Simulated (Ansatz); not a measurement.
F$_{3}$Si (SMILES F[Si](F)F), doublet, at a GFN2-xTB geometry; CCSD/aug-cc-pVDZ in Ansatz (an electronic-structure program).

The Ansatz input:
Ansatz 0.2 input:
```yaml
crystal:
  periodic: [false, false, false]
  atoms:
    - {symbol: F, position_ang: [1.45897544, 0.00611585, -0.16670084]}
    - {symbol: Si, position_ang: [-0.01625899, -0.01100853, 0.42782874]}
    - {symbol: F, position_ang: [-0.71842192, 1.26220476, -0.21712895]}
    - {symbol: F, position_ang: [-0.71526175, -1.25119624, -0.28168158]}
basis:
  gaussian:
    orbitals: aug-cc-pVDZ
magnetization: {spin_polarized: true, initial_magnetization: 1}
correlation: {method: ccsd}
scf: {lower_state_search: off}
```

The log (banner, timings and long lists left out):

```
Functional definition: HF
these checks for a lower state are left out or cut short: stability, starts, cluster_reference, orbital_swaps, neighbouring_geometries, increment
907 factors; integrals over basis functions are off by at most 2.2e-4 eV
mean field evaluation 1: about -15981.3848 eV, gradient 2.9e1 eV
mean field evaluation 2: about -15981.4409 eV, gradient 2.9e1 eV
mean field evaluation 4: about -15984.6621 eV, gradient 2.1e0 eV
mean field evaluation 8: about -15984.7323 eV, gradient 2.8e-1 eV
mean field evaluation 16: about -15984.7335 eV, gradient 2.9e-6 eV
mean field -15984.73352733 eV, -587.4281222879 hartree, gradient 2.9e-6 eV, S^2 0.751962; 0 other end points of the search recorded, 0 dependent functions left out
8 core orbitals not correlated
reference -15984.73352733 eV, -587.4281222879 hartree; 13, 12 occupied and 75, 76 virtual orbitals, 907 factors
second order -18.71442302 eV of doubles, -0.00000000 eV of singles
cycle   1  -18.38479767 eV  change    3.3e-1 eV  update   1.1e-1
cycle   2  -18.77555271 eV  change   -3.9e-1 eV  update   3.0e-2
cycle   3  -18.87571776 eV  change   -1.0e-1 eV  update   1.6e-2
cycle   4  -18.87008593 eV  change    5.6e-3 eV  update   3.8e-3
cycle   5  -18.86581690 eV  change    4.3e-3 eV  update   1.9e-3
cycle   6  -18.86683464 eV  change   -1.0e-3 eV  update   6.2e-4
cycle   7  -18.86713049 eV  change   -3.0e-4 eV  update   2.2e-4
cycle   8  -18.86709104 eV  change    3.9e-5 eV  update   7.7e-5
cycle   9  -18.86710577 eV  change   -1.5e-5 eV  update   2.9e-5
Total energy: -16003.60063310 eV, -588.1214756363 hartree
Checks for a lower state left out: stability, starts, cluster_reference, orbital_swaps, neighbouring_geometries, increment
```
